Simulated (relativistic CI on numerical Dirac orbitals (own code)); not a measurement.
# Hyperfine structure of Ta23+, mass number 181

Method of calculation: Dirac-Coulomb-Breit CI, KLI orbitals optimised for each configuration, QED by a radiative potential, unscaled Slater integrals (own radial code, finite nucleus).

Configurations in the expansion (outside the closed core [Ar] 3d10 4p6 4d10): 4s²4f⁴, 4s²4f³5s, 4s²4f²5s², 4s²4f³5p, 4s²4f²5s5p, 4s²4f²5p², 4s²4f³5d, 4s²4f²5s5d, 4s²4f²5p5d, 4s²4f³5f, 4s²4f³6s, 4s²4f³6p, 4s4f³5s². Levels of other configurations are missing.

Nuclear spin I = 7/2, μ = 2.365 μN, Q = 3.17 b (tables of Stone and Pyykkö). The electronic factors are computed for point nuclear moments, without core polarisation or the Bohr-Weisskopf and QED corrections.

```csv
Level,E (eV),A (MHz),B (MHz)
4s²4f⁴ ⁵I4,0.0000,2506,-5080
4s²4f⁴ ⁵I5,1.4715,1960,-4510
4s²4f⁴ ⁵I6,2.8005,1694,-4080
4s²4f⁴ ⁵I7,3.9485,1585,-3380
4s²4f⁴ ⁵I8,4.9488,1547,-2410
4s²4f⁴ ⁵F1,5.1045,4391,1670
4s²4f⁴ ⁵F3,5.9280,1595,-76.4
4s²4f⁴ ⁵G2,6.6285,2510,-2520
```

Levels with J = 0, under 50 % of one LS term, or S terms without an open s electron are left out. Small factors come from cancelling terms and can be off by tens of per cent or more.

At this charge energies of transitions that change n are usually good to better than 1 %, and those within a shell (Δn = 0) to a few per cent. Terms inside the open d or f shell come out 10 to 20 % too wide with unscaled integrals.

(1) Give the hyperfine levels of 4s²4f⁴ ⁵I4 relative to its centre of gravity.

Answers

(1) With K = F(F + 1) − I(I + 1) − J(J + 1), E = AK/2 + B[¾K(K + 1) − I(I + 1)J(J + 1)]/[2I(2I − 1)J(2J − 1)]: F = 1/2: -46350, F = 3/2: -41950, F = 5/2: -34740, F = 7/2: -24930, F = 9/2: -12780, F = 11/2: 1360, F = 13/2: 17060, F = 15/2: 33810 MHz.

LS names give the leading component of a level, which can be under half, so a name can repeat, a term be missing and a line seem to break the LS rules.
